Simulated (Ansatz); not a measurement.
Program: Ansatz. Geometries: PBE0-D4/def2-TZVP. ΔE: electronic, gas phase. CCSD(T)/CBS adds triple-zeta CCSD(T) − MP2 to the extrapolated MP2 energy (def2 sets, frozen cores). This one scheme is used for every species, atoms too. Open shells (•) are unrestricted, without spin–orbit coupling. Spin–orbit coupling would lower the free atoms: a little for C, F, Si; clearly for Ga. Bonds to Ga are less sure, by a few kJ/mol each and by 10 to 20 or more in all where they break to atoms, as the def2 sets lack core-valence functions. Scalar relativity is left out up to krypton.

Reaction (atomization): `F[Si@H]1[GaH][C@@H]1[SiH3]` → C• + F• + Ga• + 6 H• + 2 Si•

```json
{"species": "`F[Si@H]1[GaH][C@@H]1[SiH3]`", "HF/def2-SVP energy (Eh)": "-2641.36815"}
{"species": "C•", "HF/def2-SVP energy (Eh)": "-37.64523"}
{"species": "F•", "HF/def2-SVP energy (Eh)": "-99.28405"}
{"species": "Ga•", "HF/def2-SVP energy (Eh)": "-1922.97414"}
{"species": "H•", "HF/def2-SVP energy (Eh)": "-0.49928"}
{"species": "Si•", "HF/def2-SVP energy (Eh)": "-288.75313"}
```

(1) Work out ΔE.

Largest T1 diagnostic among the species: 0.014.

Answers

(1) ΔE = 6 × (-0.49928) + 2 × (-288.75313) + (-37.64523) + (-99.28405) + (-1922.97414) − (-2641.36815) = 0.96279 Eh = +2527.8 kJ/mol. CCSD(T)/CBS gives +3490.4 kJ/mol.

The D4 term adds +48.0 kJ/mol with B3LYP and +25.2 kJ/mol with PBE0; it sums over pairs of atoms, weighted by their polarisabilities, and B3LYP, whose exchange is more repulsive, gets the larger term. From PBE to PBE0 (25 % exact exchange), in def2-TZVPP and without D4, ΔE moves by −29.8 kJ/mol: exact exchange takes away binding that semilocal exchange gives to molecules.

B3LYP here is the variant with VWN-RPA as its local correlation; programs differ in this.

For atomizations the MP2-based limit and the directly extrapolated one differ by several kJ/mol either way, and by 10 to 25 for some Ge, Se and Sn compounds, so smaller differences from it don't rank the levels.
